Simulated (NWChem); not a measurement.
Molecule: C2H3Cl3; SMILES CC(Cl)(Cl)Cl

```xyz
8

C      0.0000     0.0000     1.7659
C      0.0000     0.0000     0.2561
Cl    -1.4428     0.8512    -0.3542
Cl    -0.0157    -1.6751    -0.3542
Cl     1.4586     0.8239    -0.3542
H      0.0096     1.0360     2.1315
H      0.8923    -0.5263     2.1315
H     -0.9020    -0.5096     2.1315
```
Atoms are numbered in this order, from 1.

Level: PBE0/def2-SVP (NWChem), optimised geometry, unscaled harmonic frequencies. 

**Question.** List the harmonic frequencies with IR intensities, and the thermochemistry.

**Answer.** 
```
frequency (cm⁻¹)  IR intensity (km/mol)
----------------  ---------------------
243                                 0.4
243                                 0.4
314                                 0.0
349                                 0.9
349                                 0.9
354                                 2.5
544                                12.5
727                               116.3
727                               116.4
1092                               58.6
1092                               58.6
1116                               24.8
1390                               16.1
1448                                4.9
1448                                4.9
3078                                0.9
3194                                0.6
3194                                0.6
```

The zero-point energy is 29.9 kcal/mol and the thermal correction to the enthalpy at 298.15 K (with zero-point energy) comes out as 34.1 kcal/mol. The heat capacity Cv comes out as 19.7 cal/(mol K) and the entropy at 298.15 K and 1 atm (symmetry number 3) is 76.0 cal/(mol K). The dipole moment is 1.77 D.

Rigid rotor and harmonic oscillator.
